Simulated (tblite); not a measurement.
Compound: C₄H₈Cl₄OSi.
Numbering: `[CH3:1][O:2][C@@H:3]([CH3:4])[Si@@H:5]([Cl:6])[C:7]([Cl:8])([Cl:9])[Cl:10]` (hydrogens: H11, H12, H13 on C1; H14 on C3; H15, H16, H17 on C4; H18 on Si5)

Geometry (GFN2-xTB, Å), atoms numbered from 1 in this order:
```
atom  x, y, z in Å
C1    -2.6124    0.8806    0.4428
O2    -1.3168    1.0251   -0.0874
C3    -0.4234   -0.0508    0.1925
C4    -0.6340   -1.2500   -0.7276
Si5    1.2377    0.8805    0.0125
Cl6    1.5437    2.0150    1.6221
C7     2.7401   -0.3712   -0.0660
Cl8    4.2876    0.4927    0.0432
Cl9    2.6476   -1.5331    1.2767
Cl10   2.7231   -1.2732   -1.5929
H11   -2.5809    0.7522    1.5313
H12   -3.1408    0.0313   -0.0018
H13   -3.1449    1.7988    0.2024
H14   -0.5749   -0.3764    1.2338
H15   -0.5343   -0.9490   -1.7666
H16   -1.6230   -1.6793   -0.5825
H17    0.1058   -2.0135   -0.5084
H18    1.2911    1.6266   -1.2356
```

All values are computed: GFN2-xTB (tblite) harmonic vibrations without scaling, gas phase. This tight-binding method is rough: wavenumbers can miss measured ones by several per cent, in bad cases by 10 to 20. Modes of hydrogen on silicon can be 10 to 20 % off. One conformer, not necessarily the lowest.

Harmonic wavenumbers (cm⁻¹): 27.1, 31.9, 55.7, 74.2, 83.7, 107.6, 143.4, 155.2, 171.6, 194.1, 215.3, 242.5, 244.7, 272.3, 302.1, 380.0, 425.2, 429.1, 545.8, 607.5, 624.1, 645.9, 687.7, 725.2, 810.6, 886.1, 1010.5, 1039.1, 1096.6, 1105.4, 1127.5, 1149.0, 1259.2, 1302.8, 1398.2, 1403.5, 1467.8, 1480.1, 1487.0, 1495.4, 2333.1, 2833.7, 2912.8, 2939.1, 3027.2, 3030.3, 3054.2, 3059.7.

A = 869.2, B = 461.3, C = 372.7 MHz; mass 239.910 u (most abundant isotopes); point group C1, symmetry number 1.

Task: Zero-point energy?

Result: Half the sum of the wavenumbers: 25050 cm⁻¹ = 299.67 kJ/mol.

Task: Give the ideal-gas entropy at 500 K and 1 bar in the rigid-rotor, harmonic-oscillator model (classical rotation).

Result: Translation 187.95, rotation 140.51, vibration 324.01: S = 652.5 J/(mol K).

Task: And Cp and H(500 K) − H(0)?

Result: Cp = 270.11 J/(mol K), of which vibrations give 236.85 (their classical limit is 48 R = 399.1); H(500 K) − H(0) = 89.68 kJ/mol without the zero-point energy, 73.05 from vibrations.

Task: How do the functions run with temperature in this model?

Result: 
| T (K) | S (J/(mol K)) | Cp (J/(mol K)) | H − H(0) (kJ/mol) | G − H(0) (kJ/mol) | ln q(vib) |
| --- | --- | --- | --- | --- | --- |
| 100 | 354.6 | 118.6 | 7.72 | -27.74 | 4.29 |
| 200 | 453.8 | 169.9 | 22.32 | -68.43 | 9.31 |
| 300 | 530.3 | 209.3 | 41.34 | -117.76 | 13.75 |
| 800 | 792.8 | 326.0 | 179.88 | -454.33 | 30.92 |
| 1000 | 868.2 | 349.9 | 247.59 | -620.62 | 36.37 |

q(vib) and H(0) count from the zero-point level.

Task: Blend soft modes into free rotors: weight 1/[1 + (100 cm⁻¹/ν̃)⁴] for the oscillator and the rest for a rotor with moment μB/(μ + B), μ = h/(8π²ν), B = 10⁻⁴⁴ kg m². What vibrational entropy results?

Result: 287.00 J/(mol K) in place of 324.01, which changes −T·S at 500 K by +18.50 kJ/mol.

Task: What must be added to the electronic energy to get the Gibbs energy at 500 K and 1 bar?

Result: ZPE + [H(500 K) − H(0)] − T·S = 299.67 + 89.68 − 326.24 = 63.11 kJ/mol.

Task: Which modes carry the vibrational entropy at 500 K?

Result: 27.1 cm⁻¹: 29.53; 31.9 cm⁻¹: 28.17; 55.7 cm⁻¹: 23.55; 74.2 cm⁻¹: 21.17; 83.7 cm⁻¹: 20.17; 107.6 cm⁻¹: 18.10 J/(mol K); the other 42 give 183.33 together.

Hindered rotation and anharmonicity are outside this model. Other conformers, if any are populated, would add a mixing term that is left out. The structure is chiral; the term R ln 2 for an equal mix with its mirror image is left out.
